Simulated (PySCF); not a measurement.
PySCF input:

```python
from pyscf import gto, scf, dft

mol = gto.M(
    atom='''
    C    -0.62794851    0.14455976    0.02211786
    N     0.49295516   -0.32648534   -0.03155171
    H    -1.02369726    1.16622664    0.09804423
    H     1.34070217    0.25181215   -0.00988943
    ''',
    basis='def2-tzvpd',
    charge=0,
    spin=1,
    verbose=4,
)

mf = dft.UKS(mol, xc='pw6b95').density_fit(auxbasis='def2-universal-jkfit')
mf.grids.level = 3
mf.conv_tol = 1e-9
mf.max_cycle = 100
mf.max_memory = 1500
mf.kernel()
if not mf.converged:
    mf = mf.newton()
    mf.kernel(mf.make_rdm1())
for _ in range(2):
    mo, _, stable, _ = mf.stability(return_status=True)
    if stable:
        break
    mf.kernel(mf.make_rdm1(mo, mf.mo_occ))
mf.analyze()
```

**Question.** Predict the final energy.

**Answer.** -94.11224 Eh (PW6B95/def2-TZVPD).

It need not be the lowest isomer of its formula.
